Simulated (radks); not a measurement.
Results of a calculation; reference values are marked as such.
The bismuth ion Bi+ inside a hard spherical wall (all orbitals vanish at R), configuration held at [Hg] 6p2 and not refilled when levels cross. Code: a radial shooting solver on a logarithmic mesh with Libxc functionals. Model: scalar-relativistic Kohn-Sham, PBE, spin-polarised, spherical densities, point nucleus; open shells are filled with parallel spins first (spin-orbit coupling, left out, can overturn this in heavy ions). Eigenvalues in eV for spin up, with the zero of energy where the potential of the charges vanishes at infinity; a dash marks a level that is unbound or too diffuse for the functional's potential to be trusted. A positive occupied level is held by the wall or, in an anion where self-interaction has pushed it up, behind a barrier. The pressure on the wall is -dE/dV.

R (bohr)  E (hartree)  kinetic (hartree)    e(5p)    e(5d)    e(6s)    e(6p)  e(7s, empty)  e(6d, empty)  pressure (GPa)
free      -21530.5073          24432.082  -103.94  -35.221  -22.619  -12.036        -5.075             -               0
20        -21530.5073          24432.082  -103.94  -35.221  -22.619  -12.036        -5.074             -        < 0.0001
8         -21530.5065          24432.090  -103.90  -35.178  -22.585  -11.998        -4.192        -2.888          0.0440
7         -21530.5037          24432.117  -103.79  -35.070  -22.500  -11.894        -3.075        -2.207           0.263
6         -21530.4909          24432.213  -103.44  -34.739  -22.241  -11.538        -0.512        -0.750            1.59
4         -21530.1590          24434.044  -99.689  -31.232  -18.889   -6.249        22.337        11.527            82.0
3.5       -21529.7091          24436.221  -96.636  -28.423  -15.418   -0.927        40.598        21.384             261
2.5       -21525.2235          24455.556  -79.560  -11.790   11.802   36.964        143.89        78.653            4190
2         -21513.9308          24499.536  -54.264   16.370   68.047   108.16        303.24        169.20           24000
1.5       -21465.9580          24664.912   17.816   104.01   262.11   332.28        742.03        422.70          201000
